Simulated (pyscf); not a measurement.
PySCF, gas phase, ωB97X-D3(BJ)/def2-SVP geometries.

What is the homolytic dissociation enthalpy (298 K, ωB97M-D3(BJ)/def2-TZVP) of the C–Ga bond of `[NH2][Ga]([NH2])[CH2][SiH3]`, to [H₂N–Ga–NH₂]• + •H₂C–SiH₃?

C–Ga to [H₂N–Ga–NH₂]• + •H₂C–SiH₃: 3.37 eV. The 7 functionals that were run give +3.10 (r²SCAN) to +3.57 eV (ωB97X-D3(BJ)/def2-TZVP). The radicals are drawn with the spin at the cut bond; how far it spreads was not checked. •H₂C–SiH₃ lies 0.46 eV over its isomer H₃C–SiH₂• (electronic energy, ωB97M-D3(BJ)/def2-TZVP). Other isomers of [H₂N–Ga–NH₂]• were not searched in full and may lie lower. Elements up to Kr have no core potential and no relativistic terms here.
